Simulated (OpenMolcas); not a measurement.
## Pd3+: moving or changing the point charges

Pd3+ among 5 point charges of -2 e arranged as a trigonal bipyramid (D3h), 2.17 Å from the ion.
```
   2.1700    0.0000    0.0000  -2.00
  -1.0850    1.8793    0.0000  -2.00
  -1.0850   -1.8793    0.0000  -2.00
   0.0000    0.0000    2.1700  -2.00
   0.0000    0.0000   -2.1700  -2.00
```

* Program: OpenMolcas 26.06
* Method: CASSCF
* Basis: ANO-RCC-VTZP [7s6p4d2f1g]
* Scalar Hamiltonian: DKH2, point nucleus
* Active space: 7 electrons in 5 orbitals (4d)
* State averaging: 2S+1 = 4 even, 10 roots; 2S+1 = 2 even, 40 roots
* Spin-orbit coupling: state interaction with AMFI integrals over the reference wave functions

Runs around this geometry, states (labels of D3, the rotations of D3h). Energies in cm-1 above the lowest state or level, χT in cm3 K/mol.

```csv
R (Å),q (e),Axial / equatorial distance,Ground state,First state of that spin,First gap with spin-orbit (degeneracies),χT at 300 K,First state of another spin
2.17,-1.6,1,4A1,4A2 3.3,"748.6 (2, 2)",4.813,2E 15382
2.01,-2,1,4A1,4A2 21.5,"952.7 (2, 2)",4.744,2E 13491
2.17,-2,1,4A1,4A2 9.9,"895.5 (2, 2)",4.784,2E 14844
2.36,-2,1,4A1,4A2 4.0,"777.6 (2, 2)",4.845,2E 15713
2.17,-2,1.08,4A2,4A1 675.1,"25.2 (2, 2)",4.648,2E 16178
```

The ground state changes within this set.

Without dynamic correlation the repulsion within the d shell is too large (B by tens of per cent), so at a given field states of lower spin stand too high. Point charges give a weaker field than real ligands, and real ions of this kind are as a rule low spin; the high spin found here belongs to the model. Spin-orbit coupling mixes the spin-free states strongly: the lowest level takes only 49 % from its leading state, 4A1 (figures for R = 2.17, q = -1.6, ratio = 1; the like holds for R = 2.01, q = -2, ratio = 1, R = 2.17, q = -2, ratio = 1, R = 2.36, q = -2, ratio = 1, R = 2.17, q = -2, ratio = 1.08). The ground term spreads over less than 5000 cm-1, several times less than with real ligands, so orbital moments are less quenched and χT lies further from the spin-only value than at real sites (holds for R = 2.17, q = -1.6, ratio = 1; R = 2.17, q = -2, ratio = 1; R = 2.36, q = -2, ratio = 1; R = 2.17, q = -2, ratio = 1.08). This shell can be high or low spin here, a state of another spin lies low, and with metal d orbitals alone active their balance is uncertain, so the ground spin may be wrong (holds for R = 2.01, q = -2, ratio = 1; R = 2.17, q = -2, ratio = 1). This is an electrostatic model: the charges have no orbitals. No measured value stands beside these numbers.
